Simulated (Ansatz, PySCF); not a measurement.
Input for Ansatz (a quantum-chemistry and plane-wave program):
Ansatz 0.2 input:
```yaml
crystal:
  periodic: [false, false, false]
  atoms:
    - {symbol: Cl, position_ang: [-1.96733673, -0.92248129, -1.29878223]}
    - {symbol: Sn, position_ang: [0.00000000, -0.00000000, 0.00000000]}
    - {symbol: Cl, position_ang: [-0.34617283, 2.47356334, 0.41215242]}
    - {symbol: Cl, position_ang: [2.12574439, -0.34433378, -1.33073884]}
    - {symbol: Cl, position_ang: [0.18776517, -1.20674826, 2.21736864]}
basis:
  gaussian:
    orbitals: STO-3G
hamiltonian:
  xc: pbe
total_charge: -1
magnetization: {spin_polarized: true, initial_magnetization: 1}
accuracy: high
```

Q: Write the same job for PySCF.

A: Several could match; the one computed here: 
```python
from pyscf import gto, scf, dft

mol = gto.Mole()
mol.atom = '''
    Cl   -1.967337   -0.922481   -1.298782
    Sn    0.000000   -0.000000    0.000000
    Cl   -0.346173    2.473563    0.412152
    Cl    2.125744   -0.344334   -1.330739
    Cl    0.187765   -1.206748    2.217369
'''
mol.basis = 'sto-3g'
mol.charge = -1
mol.spin = 1
mol.verbose = 4
mol.build()

mf = dft.UKS(mol)
mf.xc = 'pbe'
mf.grids.atom_grid = (99, 590)
mf.grids.prune = None
mf.kernel()
```

Both were run: Ansatz gave -7784.858667 Eh and PySCF -7784.858670 Eh, 0.003 mEh apart.
